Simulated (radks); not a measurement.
All-electron atom: Yb+ in [Xe] 4f14 6s1. All-electron calculation, scalar-relativistic Kohn-Sham, PBE, spin-unpolarised, spherical densities, finite nucleus; Fermi nuclear charge, rms radius 5.3108 fm. Program: a radial shooting solver on a logarithmic mesh with Libxc functionals.

Radial electron density D(r) = 4 pi r^2 rho(r):

```
   r/bohr * D(r) (the largest magnitude, 127, reaches the edge; | marks zero)
 0.003344 |              *
 0.003893 |                 *
 0.004532 |                    *
 0.005276 |                        *
 0.006192 |                            *
 0.007208 |                                *
 0.008391 |                                   *
 0.009769 |                                      *
  0.01137 |                                       *
  0.01335 |                                        *
  0.01554 |                                        *
  0.01809 |                                      *
  0.02106 |                                     *
  0.02451 |                                   *
  0.02877 |                                    *
  0.03349 |                                      *
  0.03899 |                                           *
  0.04539 |                                                *
  0.05284 |                                                     *
    0.062 |                                                      *
  0.07218 |                                                    *
  0.08403 |                                               *
  0.09783 |                                          *
   0.1139 |                                         *
   0.1326 |                                            *
   0.1556 |                                                *
   0.1811 |                                                *
   0.2109 |                                          *
   0.2455 |                                *
   0.2858 |                         *
   0.3354 |                       *
   0.3904 |                         *
   0.4545 |                           *
   0.5291 |                         *
    0.616 |                    *
   0.7228 |              *
   0.8415 |         *
   0.9796 |       *
     1.14 |     *
    1.328 |    *
    1.558 |  *
    1.814 | *
    2.112 |*
    2.458 |*
    2.862 *
    3.332 *
     3.91 *
    4.551 *
    5.299 *
    6.168 *
    7.181 *
    8.427 *
     9.81 *
```

D(r) has 4 maxima, at r = 0.0135, 0.0605, 0.169, 0.458 bohr, and minima at 0.0257, 0.110, 0.322 bohr, inside which lie 1.91, 11.13, 29.68 electrons.
